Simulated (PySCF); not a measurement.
**Orbital energies, ionisation energy and electron affinity**

Compound: C7H4FN.
SMILES with atom numbers: `[N:1]#[C:2][c:3]1[cH:4][cH:5][cH:6][cH:7][c:8]1[F:9]` (hydrogens: H10 on C4; H11 on C5; H12 on C6; H13 on C7)

Cartesian coordinates in Å at the PBE0-D3(BJ)/def2-SVP level; atoms count from 1:
```
atom  x, y, z in Å
N1     3.5414    0.6597   -0.0841
C2     2.3957    0.5010   -0.0122
C3     0.9800    0.3300    0.0764
C4     0.1164    1.4350    0.1424
C5    -1.2578    1.2483    0.2271
C6    -1.7840   -0.0446    0.2460
C7    -0.9436   -1.1533    0.1816
C8     0.4275   -0.9578    0.0977
F9     1.2350   -2.0049    0.0374
H10    0.5453    2.4381    0.1261
H11   -1.9216    2.1130    0.2780
H12   -2.8637   -0.1944    0.3121
H13   -1.3306   -2.1733    0.1953
```

Level: CAM-B3LYP/def2-SVPD (PySCF). Frontier orbitals with their largest atomic shares (Löwdin; up to four atoms above 4 %):

```
orbital  ε (eV)                           main atoms
 HOMO−3  -11.80    N1 28 %, C2 26 %, C6 13 %, C5 9 %
 HOMO−2  -11.28             N1 47 %, C2 37 %, C3 6 %
 HOMO−1   -9.45   C7 24 %, C4 22 %, C6 11 %, C3 10 %
   HOMO   -9.12                                    ?
   LUMO   -0.83   C6 19 %, C3 16 %, C4 13 %, N1 11 %
 LUMO+1    0.06   C8 20 %, C5 19 %, C4 17 %, C7 15 %
 LUMO+2    1.12  C5 16 %, C6 15 %, C4 11 %, H12 10 %
```

What vertical ionisation energy does ΔSCF give, and how far is −ε(HOMO) from it?

ΔSCF: 9.85 eV (951 kJ/mol; threshold wavelength 126 nm); ⟨S²⟩ of the doublet left behind is 0.783, against 0.75 for a pure doublet. −ε(HOMO) is 9.12 eV, 0.73 eV below it. In exact Kohn–Sham theory the two would be equal; CAM-B3LYP (range-separated hybrid) falls short of its own ΔSCF value by 7 %.

On which atoms does the HOMO lie?

C5 (aromatic CH carbon) 18 %, C8 (aromatic C–F carbon) 17 %, C3 (substituted aromatic carbon) 15 %, C6 (aromatic CH carbon) 13 %, so no atom holds as much as 40 %. The HOMO−1 lies 0.33 eV lower.

And the vertical electron affinity, the fundamental gap, Mulliken's electronegativity and the hardness (with the factor ½)?

EA = 0.13 eV by ΔSCF (−ε(LUMO) = 0.83 eV). IE − EA = 9.72 eV against an orbital gap of 8.29 eV; (IE + EA)/2 = 4.99 eV; (IE − EA)/2 = 4.86 eV.

The lowest singlet excitation (vertical TDDFT, same level) lies at 5.13 eV. How far is it below IE − EA?

IE − EA = 9.72 eV, so by 4.59 eV.

Shift the occupied levels rigidly so that −ε(HOMO) equals the ΔSCF value. What binding energies result?

The shift is +0.73 eV: HOMO 9.85, HOMO−1 10.18, HOMO−2 12.01, HOMO−3 12.53 eV. A rigid shift is only a rough guide to the deeper ionisations.

Geometry: PBE0-D3(BJ)/def2-SVP; no solvent, vibrations or thermal averaging.
